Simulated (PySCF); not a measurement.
Sn(H)2(Cl)(Me) (CH5ClSn), SMILES [CH3][SnH2][Cl]. Atoms are numbered in the order given.

```xyz
8

Sn     0.3641    -0.3314     0.0000
C     -1.3865    -1.5912     0.0000
Cl    -0.4387     1.9123     0.0000
H      1.3145    -0.4923    -1.4230
H      1.3145    -0.4923     1.4230
H     -1.9849    -1.3794     0.8968
H     -1.0852    -2.6491     0.0000
H     -1.9849    -1.3794    -0.8968
```
Charge 0, spin multiplicity 1.

Geometry optimised at B3LYP-D3(BJ)/def2-SVP. The def2 effective core potentials stand for the cores of Sn; spin–orbit coupling is left out.

Level of theory: TDA-B3LYP/def2-SVPD (PySCF).

Vertical excitations. Gas-phase values at a fixed geometry. State labels are in the subgroup Cs.

| state | symmetry | energy (eV) | λ (nm) | f | main pairs |
|---|---|---|---|---|---|
| S1 | A' | 5.93 | 209 | 0.023 | HOMO→LUMO 96 % |
| S2 | A" | 6.00 | 207 | 0.022 | HOMO−1→LUMO 97 % |
| S3 | A' | 6.92 | 179 | 0.016 | HOMO→LUMO+1 60 %, HOMO−2→LUMO 35 % |
| S4 | A" | 7.03 | 176 | 0.005 | HOMO−1→LUMO+1 92 % |
| S5 | A' | 7.08 | 175 | 0.003 | HOMO→LUMO+2 65 %, HOMO−2→LUMO 29 % |
| S6 | A" | 7.21 | 172 | 0.001 | HOMO−1→LUMO+2 97 % |
| S7 | A' | 7.25 | 171 | 0.088 | HOMO→LUMO+1 30 %, HOMO−2→LUMO 28 %, HOMO→LUMO+2 27 %, HOMO−4→LUMO 8 % |
| S8 | A" | 7.49 | 166 | 0.008 | HOMO−3→LUMO 88 % |
| S9 | A' | 7.86 | 158 | 0.245 | HOMO−4→LUMO 39 %, HOMO→LUMO+3 32 %, HOMO−1→LUMO+4 11 %, HOMO−2→LUMO+2 8 % |
| S10 | A' | 8.00 | 155 | 0.054 | HOMO→LUMO+3 39 %, HOMO−2→LUMO+1 23 %, HOMO−1→LUMO+4 19 %, HOMO−4→LUMO 9 % |
| T1 | A' | 5.47 | 227 | 0 | HOMO→LUMO 96 % |
| T2 | A" | 5.52 | 225 | 0 | HOMO−1→LUMO 97 % |
| T3 | A' | 6.31 | 196 | 0 | HOMO→LUMO+1 55 %, HOMO−2→LUMO 28 %, HOMO−2→LUMO+1 10 % |
| T4 | A" | 6.52 | 190 | 0 | HOMO−1→LUMO+1 49 %, HOMO−3→LUMO 22 %, HOMO−3→LUMO+1 12 %, HOMO−1→LUMO+2 8 % |
Triplets are in the Tamm–Dancoff approximation.
